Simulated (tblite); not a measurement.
C5H12B2OSi.
Geometry (GFN2-xTB, Å), atoms numbered from 1 in this order:
```
atom  x, y, z in Å
B1     3.6726   -1.5709   -0.6350
O2     2.7703   -0.8211   -0.0825
B3     1.8187   -0.1086    0.4373
C4     0.3157   -0.2412   -0.1394
C5    -0.3628    1.0397   -0.1769
C6    -0.9105    2.1064   -0.1880
C7    -1.5861    3.3875   -0.2181
C8    -0.4571   -1.2396    0.7517
Si9   -2.2033   -1.6206    0.1019
H10    3.8401   -2.6684   -0.2328
H11    4.3170   -1.1437   -1.5264
H12    2.0492    0.5922    1.3585
H13    0.3346   -0.6423   -1.1612
H14   -2.2938    3.4199   -1.0467
H15   -0.8601    4.1911   -0.3429
H16   -2.1281    3.5455    0.7143
H17   -0.5108   -0.8380    1.7655
H18    0.1206   -2.1652    0.8146
H19   -2.0955   -2.1411   -1.2651
H20   -2.8044   -2.6449    0.9617
H21   -3.0354   -0.4196    0.1089
```

Calculated harmonic vibrations of the isolated species, GFN2-xTB (tblite), most abundant isotopes, no scaling. The method is semi-empirical: single wavenumbers can be off by several per cent or more. Modes of hydrogen on boron and silicon can be 10 to 20 % off. One conformer, not necessarily the lowest. The optimisation stopped once no atom felt more than 0.01 eV/Å.

Lowest wavenumbers of the output (negative numbers stand for imaginary wavenumbers):
```
mode    cm-1
  1     -23.6
  2      15.0
  3      44.4
  4      76.3
  5      89.5
  6     139.2
  7     148.8
  8     158.5
```

Question: Is this structure a minimum?

Answer: Not by this Hessian. 1 mode is imaginary beyond 20i (24i cm⁻¹), so at this level the point lies at or near a first-order saddle. The curvature is small, so loose convergence or finite differences may be the whole cause.

Question: Which atoms move in the imaginary mode?

Answer: 24i: H14 (methyl hydrogen) 34 %, H16 (methyl hydrogen) 33 %, H15 (methyl hydrogen) 32 %. These are shares of the mass-weighted motion.

Question: What is the remedy?

Answer: Step along that mode in both directions, optimise again with tighter thresholds and repeat the frequencies. The zero-point energy of this point (96.0 kcal/mol) counts the 56 real modes alone, and thermal corrections from it aren't those of a minimum.
